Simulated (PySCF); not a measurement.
Species: CHClF4Si.
Atom-mapped SMILES: `[F:1][C@H:2]([Cl:3])[Si:4]([F:5])([F:6])[F:7]` (hydrogens: H8 on C2)

Method: PBE0-D3(BJ)/def2-SVP geometry optimisation, gas phase in PySCF 2.14.0; density fitting, grid level 1; the optimiser is geomeTRIC in internal coordinates, started from a GFN2-xTB structure with every atom displaced at random (about 0.01 Å).

Step 0: E = -32291.1108 eV
```
atom  x, y, z in Å  |  force x, y, z in eV/Å
F1     -0.5203    1.3051   -0.4398   -0.412   0.394  -0.493
C2     -0.7789    0.2631    0.3757    1.030   0.348   0.173
Cl3     0.4880   -0.9632    0.0745   -0.220  -0.246   0.179
Si4    -2.4549   -0.5095    0.0902   -0.698  -0.256  -0.121
F5     -2.7566   -1.6254    1.1756    0.247  -0.315   0.528
F6     -2.6397   -1.2046   -1.3218    0.353  -0.097  -0.534
F7     -3.6556    0.5280    0.2023   -0.033   0.555   0.112
H8     -0.6086    0.6455    1.3975   -0.267  -0.384   0.155
```

Step 1: E = -32291.1497 eV
```
atom  x, y, z in Å  |  force x, y, z in eV/Å
F1     -0.6053    1.2987   -0.4974    0.141  -0.075  -0.009
C2     -0.7883    0.2513    0.3465   -0.650   0.008  -0.008
Cl3     0.4566   -0.9793    0.1654    0.398  -0.207  -0.137
Si4    -2.4810   -0.5465    0.0662    0.951   0.622   0.376
F5     -2.6405   -1.6610    1.1974   -0.356  -0.024  -0.107
F6     -2.6218   -1.1860   -1.3793   -0.243  -0.116  -0.140
F7     -3.5198    0.6513    0.2710   -0.337  -0.316  -0.047
H8     -0.7266    0.6105    1.3844    0.096   0.109   0.073
```

Question: Estimate the geometry and energy of step 2. (The exact step hangs on the optimiser's Hessian estimate; all steps are aligned on step 1, rigid shifts and turns removed.)

Answer: E = -32291.2063 eV, largest force 0.226 eV/Å
```
atom  x, y, z in Å  |  force x, y, z in eV/Å
F1     -0.5765    1.2928   -0.4969   -0.031  -0.039  -0.027
C2     -0.7739    0.2554    0.3551   -0.103   0.070   0.022
Cl3     0.4942   -0.9718    0.1500    0.000  -0.061  -0.015
Si4    -2.4679   -0.5300    0.0782    0.160   0.120   0.106
F5     -2.7000   -1.6604    1.1802   -0.036   0.003   0.035
F6     -2.6377   -1.1817   -1.3628    0.014  -0.010  -0.137
F7     -3.5788    0.6042    0.2613   -0.036  -0.053   0.019
H8     -0.6861    0.6307    1.3890    0.032  -0.030  -0.003
```

The energy changes by -0.0566 eV. The first-order estimate −F·Δx gives -0.1036 eV and the mean of the old and new forces, exact on a quadratic surface, -0.0556 eV. The step makes an angle of 59° with the force vector and moves no atom by more than 0.076 Å.

The cost below is that of the whole optimisation. Time: 57 s; peak memory 0.45 GiB. Hardware: one thread, Arm Neoverse V1 (aarch64), no GPU, on a shared host.
